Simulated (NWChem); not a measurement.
System: C3H7O2, doublet; SMILES C[C](O)CO

The following NWChem deck was run.

```
start job
memory heap 200 mb stack 900 mb global 1100 mb
geometry units angstroms noautoz
  C     -1.273860    -1.106004     0.097599
  C      0.046543    -0.537511    -0.272132
  O      1.081227    -1.067702     0.452943
  C      0.185154     0.887372    -0.683959
  O     -0.106533     1.809774     0.351906
  H     -1.629019    -0.726524     1.076221
  H     -2.035459    -0.840431    -0.649876
  H     -1.216336    -2.202488     0.171660
  H      1.910481    -0.710799     0.112884
  H     -0.517327     1.113698    -1.500677
  H      1.207828     1.055171    -1.090097
  H      0.402722     1.540496     1.124612
end
basis spherical
  C library aug-pcseg-1
  O library aug-pcseg-1
  H library aug-pcseg-1
end
dft
  odft
  mult 2
  xc pbe0
  iterations 150
  semidirect filesize 400000000
  mulliken
end
task dft energy
```

Coordinates come from a PBE0/def2-SVP, spin-unrestricted optimisation. Not confirmed as a minimum by frequencies. No stability test was run on the SCF state.

### Question
What results follow from this input? (PBE0/aug-pcseg-1, spin-unrestricted.) Quantities: basis functions; energy (Ha); highest occupied level (eV); lowest empty minus highest occupied level, either spin (eV); dipole (D); <S²>.

### Answer
The number of basis functions is 178. The energy (Ha) is -268.58, the highest occupied level (eV) is -5.17 and the lowest empty minus highest occupied level, either spin (eV) is 4.28. The dipole (D) is 1.32. The <S²> is 0.754.
